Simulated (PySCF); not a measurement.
How methods differ on the ionisation energy of Ru⁴⁰⁺

Ru⁴⁰⁺ [He] 2s2 → Ru⁴¹⁺ [He] 2s1 [2s1/2^1, M_J = 1/2], as a difference of total energies. All numbers are calculated (PySCF 2.14, the two-component X2C-1e Hamiltonian, in an even-tempered Gaussian basis (17 s from 19 bohr⁻², ratio 2.4; 12 p from 25 bohr⁻², ratio 2.4; 5 d from 79 bohr⁻², ratio 2.6; 4 f from 120 bohr⁻², ratio 2.6)). Correlated levels: nothing frozen; the 32 highest virtual spinors dropped. "Screened" scales the spin-orbit matrix elements by Boettger's factors to mimic the two-electron term; Breit and QED terms are absent.

```json
{"method": "GMP2 (spin-free)", "ionisation energy (eV)": "6140.2"}
{"method": "GHF (screened spin-orbit)", "ionisation energy (eV)": "6134.4"}
{"method": "GMP2 (screened spin-orbit)", "ionisation energy (eV)": "6140.4"}
```

Q: How much does correlation contribute at GMP2 (screened spin-orbit)?

A: 6140.4 − (6134.4) = 6.0 eV, measured against GHF (screened spin-orbit).

For this ion Breit and QED terms and the two-electron picture change, all absent here, outweigh the correlation shift from GHF to GMP2.

For comparison: 6137 ± 6 eV (semi-empirical (NIST evaluation); NIST Atomic Spectra Database, ionization energies).
